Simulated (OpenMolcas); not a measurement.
## OpenMolcas run: Si III

Input:

```
&GATEWAY
Coord
1

Si 0.0 0.0 0.0
Basis=ANO-RCC
Group=XYZ
NoMove
AngMom=0.0 0.0 0.0
AMFI
&SEWARD
&RASSCF
FileOrb=start.orb
Symmetry=1
Spin=3
nActEl=2 0 0
Inactive=2 3
Ras2=1 3
CIRoot=3 3 1
SDav=3
CIMx=300
Iter=120 100
PrWF=0.3
OrbListing=Nothing
MaxOrb=0
Atom
>>> COPY $Project.JobIph JOBPRE
&RASSCF
FileOrb=start.orb
Symmetry=1
Spin=3
nActEl=2 0 2
Inactive=2 3
Ras2=1 3
Ras3=5 0
CIRoot=3 3 1
SDav=18
CIMx=300
Iter=120 100
PrWF=0.3
OrbListing=Nothing
MaxOrb=0
Thrs=2.0e-7 1.0e-1 5.0e-4
Atom
>>> COPY $Project.JobIph JOB001
&RASSCF
FileOrb=start.orb
Symmetry=1
Spin=1
nActEl=2 0 2
Inactive=2 3
Ras2=1 3
Ras3=5 0
CIRoot=7 7 1
SDav=27
CIMx=300
Iter=120 100
PrWF=0.3
OrbListing=Nothing
MaxOrb=0
Thrs=2.0e-7 1.0e-1 5.0e-4
Atom
>>> COPY $Project.JobIph JOB002
&RASSCF
FileOrb=start.orb
Symmetry=2
Spin=3
nActEl=2 0 2
Inactive=2 3
Ras2=1 3
Ras3=5 0
CIRoot=3 3 1
SDav=18
CIMx=300
Iter=120 100
PrWF=0.3
OrbListing=Nothing
MaxOrb=0
Thrs=2.0e-7 1.0e-1 5.0e-4
Atom
>>> COPY $Project.JobIph JOB003
&RASSCF
FileOrb=start.orb
Symmetry=2
Spin=1
nActEl=2 0 2
Inactive=2 3
Ras2=1 3
Ras3=5 0
CIRoot=3 3 1
SDav=18
CIMx=300
Iter=120 100
PrWF=0.3
OrbListing=Nothing
MaxOrb=0
Thrs=2.0e-7 1.0e-1 5.0e-4
Atom
>>> COPY $Project.JobIph JOB004
&RASSI
NrOfJobIphs=4 3 7 3 3
1 2 3
1 2 3 4 5 6 7
1 2 3
1 2 3
IphNames
JOB001
JOB002
JOB003
JOB004
EJob
SpinOrbit
DIPRint=1.0
SOCoupling=1000.0
Subsets=2
MEES
Property=10
'ANGMOM' 1 'ANGMOM' 2 'ANGMOM' 3 'MLTPL  1' 1 'MLTPL  1' 2 'MLTPL  1' 3
'AMFI' 1 'AMFI' 2 'AMFI' 3 'MLTPL  2' 6
SOProperty=3
'ANGMOM' 1 'ANGMOM' 2 'ANGMOM' 3
```

Launched by
```bash
OMP_NUM_THREADS=1 MOLCAS_MEM=2252 MOLCAS_PROJECT=a pymolcas a.inp > a.log  # once for each step of the input, in one work folder
```

A driver script runs the steps one by one and writes start.orb anew before each from the orbitals found so far.

Output, cut to the results:

```
--- SEWARD ---
Basis set label: SI.ANO-RCC.........

      Electronic valence basis set:
      ------------------
      Associated Effective Charge  14.000000 au
      Associated Actual Charge     14.000000 au
      Nuclear Model: Point charge

      Shell  nPrim  nBasis  Cartesian Spherical Contaminant
         s      17       8        X
         p      12       7        X
         d       5       5                 X
         f       4       4                 X
         g       2       2                 X
                  Relativistic Douglas-Kroll-Hess integrals:
                    - DKH order of Hamiltonian: 2
                    - DKH order of Properties : 0
                  Atomic mean-field integrals
--- RASSCF ---
Wave function specifications:
      -----------------------------

      Number of closed shell electrons          10
      Number of electrons in active shells       2
      Max number of holes in RAS1 space          0
      Max nr of electrons in RAS3 space          2
      Number of inactive orbitals                5
      Number of active orbitals                  9
      Number of secondary orbitals              86
      Spin quantum number                      1.0
      State symmetry                             1
Orbital specifications:
      -----------------------

      Symmetry species                           1   2
                                                ag  au
      Frozen orbitals                            0   0
      Inactive orbitals                          2   3
      Active orbitals                            6   3
      RAS1 orbitals                              0   0
      RAS2 orbitals                              1   3
      RAS3 orbitals                              5   0
      Secondary orbitals                        43  43
      Deleted orbitals                           0   0
      Number of basis functions                 51  49
      Number of CSFs                            18
      Number of root(s) required                 3
      Iter CI   SX   CI       RASSCF       Energy    max ROT     max BLB   max BLB  Level Ln srch  Step   QN
          iter iter root      energy       change     param      element    value   shift minimum  type update
 Nr of preliminary CI iterations:   1
 ###############################################################################
 ###############################################################################
 ###                                                                         ###
 ###                                                                         ###
 ###    WARNING: Problems in orbital optimization.                           ###
 ###                                                                         ###
 ###                                                                         ###
 ###############################################################################
 ###############################################################################
  Warning: In symmetry  1, orbital p=   3 has diagonal density matrix element D(p,p) close to zero. D(p,p)=  1.257693E-26
        1   1    4    0  -288.05530267    0.00E+00   4.86E-06    2  16 2  8.73E-07   0.50   0.00    SX    NO
        ...
 ###############################################################################
 ###############################################################################
  Warning: In symmetry  1, orbital p=   3 has diagonal density matrix element D(p,p) close to zero. D(p,p)=  1.329320E-25
        4   1    2    0  -288.05530267   -3.98E-13   9.09E-08    4  13 2  2.68E-08   0.50   0.00    SX    NO
      Convergence after  4 iterations
        5   1    2    0  -288.05530267    3.41E-13   9.09E-08    4  16 2  2.19E-08   0.50   0.00    SX    NO
      Natural orbitals and occupation numbers for root  1
      sym 1:   0.000000   0.008256   0.008256   0.002064   0.002064   0.000000
      sym 2:   0.989680   0.989680  -0.000000
      Natural orbitals and occupation numbers for root  2
      sym 1:   0.000000   0.008256   0.000000   0.008256   0.002064   0.002064
      sym 2:   0.989680  -0.000000   0.989680
      Natural orbitals and occupation numbers for root  3
      sym 1:   0.000000  -0.000000   0.002064   0.002064   0.008256   0.008256
      sym 2:   0.000000   0.989680   0.989680
::    RASSCF root number  1 Total energy:   -288.05530267
::    RASSCF root number  2 Total energy:   -288.05530267
...
--- RASSI ---
SPIN-FREE ENERGIES:
  (Shifted by EMIN (a.u.) =       -288.6384762194)

 SF State       Relative EMIN(au)   Rel lowest level(eV)    D:o, cm**(-1)      L_eff

     4             0.0000000000        0.0000000000              0.0000         0.0
    11             0.2315269480        6.3001692076          50814.2916         1.0
    12             0.2315269480        6.3001692076          50814.2916         1.0
    13             0.2315269480        6.3001692076          50814.2916         1.0
    14             0.3807510899       10.3607649701          83565.2051         1.0
    15             0.3807510899       10.3607649701          83565.2051         1.0
    16             0.3807510899       10.3607649701          83565.2051         1.0
     8             0.5450467202       14.8314768255         119623.9280         2.0
     9             0.5450467202       14.8314768255         119623.9280         2.0
     5             0.5450467202       14.8314768255         119623.9280         2.0
     6             0.5450467202       14.8314768255         119623.9280         2.0
     7             0.5450467202       14.8314768255         119623.9280         2.0
     1             0.5831735497       15.8689607096         127991.7998         1.0
     2             0.5831735497       15.8689607096         127991.7998         1.0
     3             0.5831735497       15.8689607096         127991.7998         1.0
    10             0.7094304930       19.3045871596         155701.9959         0.0
     Dipole printing threshold changed to   1.00000000E+00

++ Dipole transition strengths (spin-free states):
   -----------------------------------------------
     for osc. strength at least  1.00000000E+00

  ( Max oscillator strength is only   0.55416345631880204      )
--
Eigenvalues of complex Hamiltonian:
   -----------------------------------
  (Shifted by EMIN (a.u.) =       -288.6384762194)

...
```

Levels above the lowest, from the spin-orbit matrix, grouped by J:

```tsv
Configuration	Term	J	E (cm⁻¹)	Measured (cm⁻¹)	Term weight %
3s²	¹S	0	0.0	0.0	100
3s 3p	³P°	0	50594	52725	100
3s 3p	³P°	1	50704	52853	100
3s 3p	³P°	2	50925	53115	100
3s 3p	¹P°	1	83566	82884	100
3p²	¹D	2	119622	122215	100
```

Against the 5 measured excited levels shown (NIST levels in Kelleher and Podobedova, J. Phys. Chem. Ref. Data 37, 1285 (2008)) the mean absolute deviation is 1900 cm-1; the largest miss in energy is 3p² ¹D₂: computed 119622, measured 122215 cm⁻¹ (-2.1 %), and the largest in proportion 3s 3p ³P°₂ (-4.1 %).

Configurations are named by rounded mean occupations; where the s occupation lies near a half they are strongly mixed, a name can repeat and a true partner stay unpaired. Active for correlation alone: 3d; no level in the range computed is led by a configuration that fills it, so any true level of that kind is missing. Some terms mix strongly with configurations of 3d, whose occupation reaches 0.33 (3p² ¹D). Computed and measured levels are paired by configuration, term and J; levels that our copy of the source lacks, or whose pairing is in doubt (as where it misses far off the trend of its configuration), stay unpaired and out of the deviations. Only configurations of the active space appear. The first state left out of the spin-orbit step lies near 160000 cm-1 above the lowest spin-free state of the reference (among the parities and spins computed), and the list stops at four fifths of that energy or lower.

The RASSCF and RASSI steps took 27 s on 1 thread of Intel(R) Xeon(R) Platinum 8488C (Sapphire Rapids), on a shared host; the integral step is not counted.

The term weight is that of the spin-free term in the level, not the purity of its configuration. ° marks odd parity.
